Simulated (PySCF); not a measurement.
PySCF 2.14 output of an unrestricted r2SCANh calculation on a single atom or ion in x2c-QZVPPall with one added diffuse shell each of s, p, d, f type (12s9p6d5f1g, 113 functions), with scalar relativity by spin-free X2C-1e:

```
SCF conv_tol = 1e-09
number electrons alpha = 17  beta = 15
    M. Bursch, H. Neugebauer, S. Ehlert, and S. Grimme.,  J. Chem. Phys. 156, 134105 (2022)
cycle= 1 E= -2260.02030399526  delta_E= -0.015  |g|= 0.085  |ddm|= 0.467
cycle= 2 E= -2260.02031053546  delta_E= -6.54e-06  |g|= 0.103  |ddm|= 0.107
cycle= 3 E= -2260.02113923594  delta_E= -0.000829  |g|= 0.00291  |ddm|= 0.027
cycle= 4 E= -2260.02117146184  delta_E= -3.22e-05  |g|= 0.00143  |ddm|= 0.0228
cycle= 5 E= -2260.02118947565  delta_E= -1.8e-05  |g|= 0.000758  |ddm|= 0.0198
cycle= 6 E= -2260.02119824813  delta_E= -8.77e-06  |g|= 0.000119  |ddm|= 0.0234
cycle= 7 E= -2260.02119840557  delta_E= -1.57e-07  |g|= 1.49e-05  |ddm|= 0.00328
cycle= 8 E= -2260.02119840971  delta_E= -4.14e-09  |g|= 1.55e-06  |ddm|= 0.000566
cycle= 9 E= -2260.02119840972  delta_E= -1.14e-11  |g|= 2.65e-07  |ddm|= 2.29e-05
converged SCF energy = -2260.02119840972  <S^2> = 2.0044432  2S+1 = 3.0029607
```

The run itself started from symmetry-adapted Hartree-Fock orbitals and held the occupation by maximum overlap, on a logarithmic radial grid, so the iterations belong to that start.

Problem. Which element, charge and spin multiplicity is this?

Solution. As⁺ (arsenic, charge +1), multiplicity 3; the state was [Ar] 3d10 4s2 4p1 5s1, high-spin 3P determinant (an excited configuration).

The outer electron is Rydberg-like, and this basis confines it to a smaller radius and binds it less than a complete one would.
